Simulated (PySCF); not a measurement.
Bromine: a sound run and one with changed settings

Sound run: Br²⁺ [Ar] 3d10 4s2 4p3, Br³⁺ [Ar] 3d10 4s2 4p2. Computed with PySCF 2.14 in cc-pVTZ-PP with ECP10MDF (5s4p3d1f, 39 functions), with scalar relativity through the core potential. The sound run starts from symmetry-adapted Hartree-Fock orbitals and uses a fine grid where one is needed.

Changed run: 26 angular points. This setting is unsound on purpose.

| species | method | sound run (hartree) | changed run (hartree) | converged |
| --- | --- | --- | --- | --- |
| Br²⁺ | UHF | -414.35300 | -414.35300 | yes |
| Br²⁺ | M06-2X | -415.78462 | -415.78462 | yes |
| Br²⁺ | TPSS | -415.50937 | -415.50937 | yes |
| Br³⁺ | UHF | -413.08064 | -413.08064 | yes |
| Br³⁺ | M06-2X | -414.50104 | -414.50066 | yes |
| Br³⁺ | TPSS | -414.21976 | -414.21989 | yes |

Ionisation energy of Br²⁺:

```csv
method,sound run (eV),changed run (eV)
UHF,34.623,34.623
M06-2X,34.928,34.938
TPSS,35.092,35.089
```

A coarse angular grid integrates products of high-l functions wrongly, so density functionals can shift, and the SCF can exploit the error; Hartree-Fock and MP2 need no grid.

For comparison, NIST gives 34.871 ± 0.019 eV between the lowest levels.
